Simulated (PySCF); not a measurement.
Gas-phase reaction: GeH4 + Cl2 ⇌ GeH3Cl + HCl

Method: PySCF energies plus ideal-gas RRHO corrections (1 bar). † marks an energy on the PBE0/def2-TZVP geometry and frequencies; other levels use their own. MP2 and CCSD(T) freeze the core. 6-31G* has spherical d functions here. All species are closed-shell singlets. B3LYP is the form with VWN-RPA correlation. Ge: all electrons, no relativistic terms. MP2 isn't extrapolated to the basis-set limit; its ΔH°(298 K) is -265.7 kJ in def2-SVP and -257.5 kJ in def2-TZVPP. CCSD(T) isn't extrapolated to the basis-set limit; its ΔH°(298 K) is -250.9 kJ in def2-SVP and -244.9 kJ in def2-TZVPP. The harmonic model lacks anharmonicity and excited electronic states, which grow with temperature; levels with a mode under 35 cm⁻¹ are left out.

| level | ΔE electronic, kJ | ΔH°(298 K), kJ | ΔS°(298 K), J/K | ΔG°(1800 K), kJ |
|---|---|---|---|---|
| B3LYP/6-31G* | -232 | -230 | 10 | -252 |
| B3LYP/def2-TZVP† | -229 | -227 | 11 | -250 |
| CCSD(T)/def2-SVP† | -253 | -251 | 11 | -274 |
| CCSD(T)/def2-TZVPP† | -247 | -245 | 11 | -268 |
| HF/def2-TZVP† | -261 | -259 | 11 | -282 |
| MP2/def2-SVP† | -268 | -266 | 11 | -289 |
| PBE0/def2-SVP† | -250 | -248 | 11 | -271 |
| LDA/def2-TZVP† | -222 | -220 | 11 | -243 |
| ωB97M-V/def2-TZVP† | -237 | -235 | 11 | -258 |
ΔH° is lowest at MP2/def2-SVP† and highest at LDA/def2-TZVP†. No reference value is set beside these.
